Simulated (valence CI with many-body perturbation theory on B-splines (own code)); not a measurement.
# Level structure of Mo XX

Calculated by relativistic CI+MBPT: five valence electrons over a frozen Dirac-Fock core [Ar], a basis of 7 s, 7 p, 8 d, 6 f, 4 g, 1 h functions for each j, with the one-electron correlation potential Σ1, the two-electron term Σ2, the three-electron term Σ3, Breit, model QED; selected CI, second order for the rest, scaled by the run's own slope (own B-spline code, finite nucleus).

No measured levels were compared; by estimate terms of the open shell hold to 2 to 4 % of their energy, and close levels can change places. Among the levels kept, up to 560 cm⁻¹ of a level comes from second order outside the variational space, and about a tenth of that is noise between levels of different J, which matters for small intervals. Only levels of the ground parity were solved; by the run's estimate the other parity begins above the list, which can be wrong where configurations are misplaced.

Levels 1 to 31 of 31, with energies above the lowest level, 3d⁵ ⁶S_5/2. "Leading %" is the weight of the configuration and term that name the level; weights of strongly mixed levels are sums over their largest components and can fall short, so below about 35 % the name and the second component can differ from the true leading terms, or belong to a minority configuration. In the jj column 3d3/2^4 stands for four electrons in 3d with j = 3/2. Lifetimes count E1, E2, E3, M1 and M2 decay at the calculated energies, and are blank where another channel may lead or the interval is too uncertain; long ones can be off by a factor of two.

```tsv
No.	Configuration	Term	J	E (cm⁻¹)	Leading %	g	Lifetime	Leading jj
1	3d⁵	⁶S	5/2	0.0	93	1.971		3d3/2^3 3d5/2^2 (38 %)
2	3d⁵	⁴G	5/2	85530	39	0.997	1.28 ms	3d3/2^4 3d5/2 (67 %)
3	3d⁵	⁴G	7/2	96798	81	1.033	24.6 ms	3d3/2^3 3d5/2^2 (70 %)
4	3d⁵	⁴G	11/2	97984	90	1.249		3d3/2^3 3d5/2^2 (54 %)
5	3d⁵	⁴G	5/2	100390	43	1.084	858 μs	3d3/2^3 3d5/2^2 (48 %)
6	3d⁵	⁴G	9/2	100890	93	1.169	300 ms	3d3/2^2 3d5/2^3 (56 %)
7	3d⁵	⁴P	3/2	101590	55	1.457	691 μs	3d3/2^3 3d5/2^2 (78 %)
8	3d⁵	⁴P	1/2	109800	73	1.993	36.6 ms	3d3/2^2 3d5/2^3 (49 %)
9	3d⁵	⁴D	7/2	120570	82	1.361	3.42 ms	3d3/2^2 3d5/2^3 (76 %)
10	3d⁵	⁴D	5/2	129580	52	1.342	975 μs	3d3/2^3 3d5/2^2 (46 %)
11	3d⁵	⁴D	1/2	132370	75	0.644	2.07 ms	3d3/2^2 3d5/2^3 (82 %)
12	3d⁵	⁴D	3/2	135900	54	1.365	855 μs	3d3/2^2 3d5/2^3 (57 %)
13	3d⁵	²I	11/2	140180	80	0.965	3.01 ms	3d3/2^2 3d5/2^3 (62 %)
14	3d⁵	²I	13/2	148710	100	1.074	30.2 ms	3d3/2^2 3d5/2^3 (100 %)
15	3d⁵	²F	7/2	153280	46	1.129	3.27 ms	3d3/2^3 3d5/2^2 (69 %)
16	3d⁵	²D	3/2	154060	55	0.682	771 μs	3d3/2^2 3d5/2^3 (65 %)
17	3d⁵	²F	5/2	154410	29	1.099	310 μs	3d3/2 3d5/2^4 (46 %)
18	3d⁵	²G	9/2	156850	43	1.182	2.49 ms	3d3/2^3 3d5/2^2 (55 %)
19	3d⁵	⁴F	5/2	170070	59	1.028	1.19 ms	3d3/2^2 3d5/2^3 (69 %)
20	3d⁵	²H	9/2	176030	56	1.082	655 μs	3d3/2^2 3d5/2^3 (96 %)
21	3d⁵	²F	7/2	180460	41	1.139	633 μs	3d3/2 3d5/2^4 (50 %)
22	3d⁵	⁴F	3/2	184070	54	0.611	885 μs	3d3/2 3d5/2^4 (59 %)
23	3d⁵	²G	7/2	187030	61	0.989	959 μs	3d3/2^2 3d5/2^3 (62 %)
24	3d⁵	²F	5/2	192480	68	0.957	709 μs	3d3/2^2 3d5/2^3 (59 %)
25	3d⁵	²H	11/2	196400	77	1.065		3d3/2 3d5/2^4 (89 %)
26	3d⁵	²F	7/2	202980	64	1.145	1.10 ms	3d3/2 3d5/2^4 (50 %)
27	3d⁵	²G	9/2	203030	51	1.083	1.07 ms	3d3/2 3d5/2^4 (71 %)
28	3d⁵	²F	5/2	211020	42	1.035	324 μs	3d5/2^5 (56 %)
29	3d⁵	²S	1/2	212920	92	1.975	494 μs	3d3/2^3 3d5/2^2 (37 %)
30	3d⁵	²D	3/2	237150	96	0.808	348 μs	3d3/2 3d5/2^4 (36 %)
31	3d⁵	²D	5/2	247230	81	1.155	300 μs	3d3/2 3d5/2^4 (43 %)
```

Names give the largest LS component (configuration and term), which can be under half, so a name can repeat, a term be missing and a line seem to break the LS rules; names also repeat where a configuration has a term twice.

The ionisation energy to 3d⁴ ⁵D0 of the next ion comes out as 828.97 eV (NIST: 829 ± 4 eV (theoretical)). All 31 levels together are meant to be complete up to 257150 cm⁻¹.
